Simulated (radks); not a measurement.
Spherical quantum dot in the effective-mass picture: electrons in a parabolic well V = omega^2 r^2 / 2 with omega = 1.45, with a point charge +2 (a donor) at the centre, all in effective atomic units (hartree* = m*/eps^2 hartree, bohr* = eps/m* bohr), one dielectric constant everywhere. Method: non-relativistic Kohn-Sham, LDA (Slater exchange, Perdew-Wang correlation), spin-polarised, spherical densities; computed with a radial shooting solver with Libxc functionals. Levels are named by radial order and angular momentum (1s, 1p, 1d, 2s, ...), and open shells are averaged over m. Results are scaled to m* = 0.172 and eps = 5.4, for which hartree* = 160.5 meV and bohr* = 1.661 nm.

N = 15, configuration 1s2 1p6 1d(up 5, down 0) 2s2. This is the lowest configuration that the search found. Occupied and some empty levels:

level    occupation  eigenvalue (meV)  <r> (nm)
1s up             1            1444.3     1.415
1s down           1            1452.8     1.381
1p up             3            1683.6     2.464
1p down           3            1702.1     2.450
2s up             1            1765.4     2.540
2s down           1            1781.2     2.563
1d up             5            1848.8     2.929
1d down           0            1868.8     2.934
1f up             0            2018.0     3.271
2p up             0            2027.3     2.909
1f down           0            2037.2     3.286
2p down           0            2040.3     2.921
1g up             0            2195.0     3.559
1g down           0            2212.7     3.578

Energy (meV): total 15514.7, kinetic 3965.0, external 2179.9, Hartree 10767, exchange-correlation -1397.2.
